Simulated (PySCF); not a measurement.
# Computed structure and properties of [Pb(NH2)3]−

System: [Pb(NH2)3]− (singlet; a saddle point, relaxed within its symmetry); start: displaced along the imaginary mode (Cs). Method: PySCF 2.14.0, RKS B3LYP, Pb def2-SVP with ECP60, N def2-SVP, H def2-SVP; non-relativistic Hamiltonian with scalar-relativistic core potentials where named; density fitting; no spin-orbit coupling.

Input of the relaxation:

```python
mol = gto.M(atom='''
Pb    -0.16435     0.00496     0.00000
N     -0.10024    -0.03972     2.52490
H      0.60373     0.76879     2.45904
H      0.50481    -0.80255     2.94799
N     -0.10024    -0.03972    -2.52490
H      0.50481    -0.80255    -2.94799
H      0.60373     0.76879    -2.45904
N      2.09536     0.01201    -0.00000
H      2.65419    -0.84071     0.00000
H      2.71506     0.82251    -0.00000''',
    basis={'Pb': 'def2-SVP', 'N': 'def2-SVP', 'H': 'def2-SVP'},
    ecp={'Pb': 'def2-SVP'},
    charge=-1, spin=0)
mf = dft.RKS(mol, xc='B3LYP')
mf.grids.atom_grid = (50, 194)
mf = mf.density_fit()  # fitting sets: Pb def2-universal-JKFIT, N def2-universal-JKFIT, H def2-universal-JKFIT
mf.conv_tol = 1e-08; mf.max_cycle = 55
mf.kernel(dm0)  # dm0: converged density of the start geometry
# quasi-Newton relaxation in Cartesian coordinates to a largest gradient under 0.00045 Eh/bohr, steps kept in the point group
```

Run from Python with OMP_NUM_THREADS=2; the lines above give its settings. Where DIIS fails, smearing, a level shift and second-order steps follow.
It took 99 s on 2 threads of AMD EPYC 9R45 96-Core Processor (Zen 5), with other jobs on the host, from the converged density of the start.

Course of the relaxation:

| step | energy above end (eV) | largest force component within the symmetry (eV/Å) |
| --- | --- | --- |
| 0 | 2.1270 | 1.226 |
| 1 | 1.7501 | 0.841 |
| 2 | 1.4793 | 0.831 |
| 3 | 1.2257 | 0.606 |
| 4 | 0.9238 | 0.444 |
| 5 | 0.6677 | 0.542 |
| 6 | 0.4602 | 0.628 |
| 7 | 0.3099 | 0.433 |
| 47 | 0.0008 | 0.063 |
| 48 | 0.0005 | 0.048 |
| 49 | 0.0004 | 0.020 |
| 50 | 0.0002 | 0.058 |
| 51 | 0.0001 | 0.012 |
| 52 | 0.0000 | 0.005 |
(The steps between are left out.)

Relaxed geometry (Cs):

```xyz
10

Pb    0.4516    1.3220    0.0000
N    -0.2026   -0.1154    1.7027
H     0.7182   -0.4194    2.0501
H    -0.5442   -0.9588    1.2202
N    -0.2026   -0.1154   -1.7027
H    -0.5442   -0.9588   -1.2202
H     0.7182   -0.4194   -2.0501
N     2.6020    0.6310    0.0000
H     2.8952   -0.3465    0.0000
H     3.4253    1.2324    0.0000
```

```
     contact      Å
Pb1–N2 (NH2)  2.322
Pb1–N5 (NH2)  2.322
Pb1–N8 (NH2)  2.259
```

On the finer grid (75, 302):

* HOMO: -0.27 eV
* LUMO: 5.02 eV
* Dipole about the centre of mass: 2.06 D
* Set of Mulliken populations of Pb1 outside the core potential: s 3.83, p 7.76, d 10.13
* D3(BJ) dispersion energy (not in the energies): -0.370 eV

```csv
atom,Mulliken (e),Löwdin (e),spin (e)
Pb1,0.28,0.18,0.00
N2,-0.48,-0.40,0.00
H3,0.04,0.01,0.00
H4,0.03,0.00,0.00
N5,-0.48,-0.40,0.00
H6,0.03,0.00,0.00
H7,0.04,0.01,0.00
N8,-0.51,-0.39,0.00
H9,0.03,0.00,0.00
H10,0.03,0.00,0.00
```

On the grid (50, 194), as all that follows. Harmonic modes: 2 unstable, so a saddle point once the symmetry is let go (counted below −25 cm⁻¹); lowest -465 cm⁻¹ (negative: unstable), highest 3584 cm⁻¹, zero-point energy 1.887 eV.

Taking off one NH2 (charge -1, singlet; the rest: singlet) in vacuum, both parts rigid, costs 3.83 eV; the small basis without counterpoise inflates it.

Rigid scan of NH2 along the line from its metal, all other atoms held (where the atom bridges, its other bond changes as well):

distance to N2 (Å), energy (eV) and a bar:
```
     2.02      0.593 ##########
     2.12      0.225 ####
     2.22      0.049 #
     2.32      0.000 
     2.42      0.036 #
     2.52      0.125 ##
     2.72      0.387 ######
     3.02      0.829 ##############
     3.42      1.345 ######################
     3.92      1.823 ##############################
```

One start shape was tried, so this needn't be the lowest isomer.
